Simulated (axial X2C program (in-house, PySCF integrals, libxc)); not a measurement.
Results of a calculation; reference values are marked as such.
**CoIn: input and output**

Program: an in-house all-electron X2C program for linear molecules (integrals from PySCF).

Input file and command:
```json
{"zs": [49, 27], "q": 0, "bas": ["dyall-cv3z", "dyall-cv3z"], "levels": ["PBE0", "HF", "LDA"], "cc": true, "r0": 2.53, "thr": -1.0, "nmax": 90, "npts": 10, "nst": 2, "ntry": 6}
```
```bash
python so2c.py task.json out
```

Keys: zs atomic numbers; q charge; bas basis sets; levels methods; cc coupled cluster on or off; r0 starting distance in Å; thr threshold in hartree for freezing inner shells (an s shell follows its p shell); nmax most natural virtual spinors; npts points on the curve; nst determinants followed; ntry starts of the search. HF also brings MP2.

Output of the LDA step, with spin–orbit coupling, at R = 2.608 Å for the state Ω = 3. It starts from PBE0 orbitals of this distance.

```
two-component X2C + atomic mean field  LDA
basis functions 237  fitting functions 1248  grid points 5803
iter        total energy     max residual
   1      -7263.061839980     7.05e-01
   2      -7262.885271886     2.05e-01
   3      -7260.568944983     7.23e-01
   4      -7262.449432025     3.47e-01
   5      -7262.997125645     1.25e-01
   6      -7263.080117499     3.01e-02
   7      -7263.016557719     9.21e-02
   8      -7263.084785589     1.34e-02
   9      -7263.085878317     5.06e-03
  10      -7263.085920014     3.79e-03
  11      -7263.086016477     4.94e-04
  12      -7263.086018959     4.76e-05
  13      -7263.086018959     4.09e-05
  14      -7263.086018990     5.95e-06
  15      -7263.086018991     2.37e-06
converged
one-electron -10552.67505349  Coulomb 3237.48335012  exact exchange 0.00000000  xc functional -212.66639541  nuclear repulsion 268.44380753  atomic mean-field constant -3.67172774
```
Energies are in hartree; totals compare only within one Hamiltonian and basis. Where the energy jumps back up, the SCF was restarted by another method. The determinant is spin-polarised beyond a pure state at some levels (its spin-free form has ⟨S²⟩ too high), which makes Re and μ there less reliable.
